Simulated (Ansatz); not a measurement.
H$_{2}$Si, charge +1, doublet, geometry from GFN2-xTB (a state made from the parent by changing its charge; the spin is typed, not shown lowest); CCSD/aug-cc-pVDZ in Ansatz (a quantum-chemistry and plane-wave program).

Ansatz was given this input:
Ansatz 0.2 input:
```yaml
crystal:
  periodic: [false, false, false]
  atoms:
    - {symbol: Si, position_ang: [-0.00145387, 0.07386784, 0.00432301]}
    - {symbol: H, position_ang: [-1.33576333, -0.54636664, 0.01759822]}
    - {symbol: H, position_ang: [1.35611754, -0.48778307, -0.07812031]}
basis:
  gaussian:
    orbitals: aug-cc-pVDZ
total_charge: 1
magnetization: {spin_polarized: true, initial_magnetization: 1}
correlation: {method: ccsd, electrons: outside_noble_gas}
```

Output, abridged:

```
Functional definition: HF
446 factors; integrals over basis functions are off by at most 8.1e-4 eV
mean field evaluation 1: about -7883.3385 eV, gradient 6.1e0 eV
mean field evaluation 2: about -7883.3379 eV, gradient 6.1e0 eV
mean field evaluation 4: about -7883.8527 eV, gradient 4.5e-1 eV
mean field evaluation 8: about -7883.8576 eV, gradient 5.5e-4 eV
mean field evaluation 16: about -7883.8576 eV, gradient 2.3e-6 eV
mean field evaluation 32: about -7882.1631 eV, gradient 1.7e-1 eV
mean field -7883.85759089 eV, -289.7264225945 hartree, gradient 2.3e-6 eV, S^2 0.754436; 1 other end points of the search recorded, 0 dependent functions left out
determinant -7883.85759089 eV, -289.7264225945 hartree, with singles and doubles -7886.16851264 eV, -289.8113474026 hartree
determinant -7882.16416482 eV, -289.6641903344 hartree, with singles and doubles -7884.67349151 eV, -289.7564063893 hartree
5 core orbitals not correlated
reference -7883.85759089 eV, -289.7264225945 hartree; 3, 2 occupied and 37, 38 virtual orbitals, 446 factors
second order -1.72595755 eV of doubles, -0.00000000 eV of singles
cycle   1  -2.29599911 eV  change   -7.2e-2 eV  update   1.3e-2
cycle   2  -2.30018393 eV  change   -4.2e-3 eV  update   4.3e-3
cycle   3  -2.30286508 eV  change   -2.7e-3 eV  update   1.3e-3
cycle   4  -2.30354270 eV  change   -6.8e-4 eV  update   4.1e-4
cycle   5  -2.30370864 eV  change   -1.7e-4 eV  update   1.5e-4
cycle   6  -2.30375855 eV  change   -5.0e-5 eV  update   5.2e-5
cycle   7  -2.30377228 eV  change   -1.4e-5 eV  update   1.7e-5
cycle   8  -2.30377293 eV  change   -6.4e-7 eV  update   5.3e-6
Total energy: -7886.16136381 eV, -289.8110846880 hartree
```
